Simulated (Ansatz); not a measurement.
Species, as SMILES: [B]=N (B-NH), doublet.
Atoms: B1, N2, H3. Bonds: B1-N2, N2-H3.

Basis-set convergence of the optimised N2-H3 bond length at HF with Ansatz (a first-principles code). Cartesian d functions, on some or all atoms, in 6-31G*, 6-31G**; all else is spherical. The program fits the integrals of some runs and decomposes those of others, by size. Open shells are unrestricted. No added dispersion term, no relativity. Reference: the value in aug-pcseg-3, 0.9786 Å, itself unsure by roughly 0.0002 Å (its mean distance from aug-cc-pVQZ, def2-QZVPPD, pcseg-3). Deviations are taken from unrounded values.

| basis | functions | optimised N2-H3 bond length (Å) | minus reference (Å) |
|---|---|---|---|
| 6-31G | 20 | 0.9793 | 0.0007 |
| pcseg-0 | 20 | 0.9914 | 0.0128 |
| def2-SV(P) | 30 | 0.9855 | 0.0069 |
| 6-31G* | 32 | 0.9822 | 0.0036 |
| def2-SVP | 33 | 0.9868 | 0.0082 |
| 6-31G** | 35 | 0.9809 | 0.0022 |
| 6-311++G(2d,2p) | 64 | 0.9792 | 0.0005 |
| cc-pVTZ | 74 | 0.9791 | 0.0005 |
| pcseg-2 | 74 | 0.9789 | 0.0002 |
| def2-TZVPP | 76 | 0.9793 | 0.0006 |
| 6-311++G(3df,3pd) | 96 | 0.9797 | 0.0011 |
| cc-pVQZ | 140 | 0.9789 | 0.0002 |
| def2-QZVPPD | 159 | 0.9789 | 0.0003 |

The smallest set listed that lies within 0.01 Å of the reference with all its larger relatives (same family, alike in diffuse functions; a set with none counts only in the reference's own line) is 6-31G (20 functions, 0.0007 Å off). Inside, with no larger relative to test it: def2-QZVPPD. (Relatives not listed, tested too: 6-311G** 0.0030, def2-TZVP 0.0012, def2-QZVP 0.0002, def2-QZVPP 0.0002, pcseg-3 0.0000 Å.)
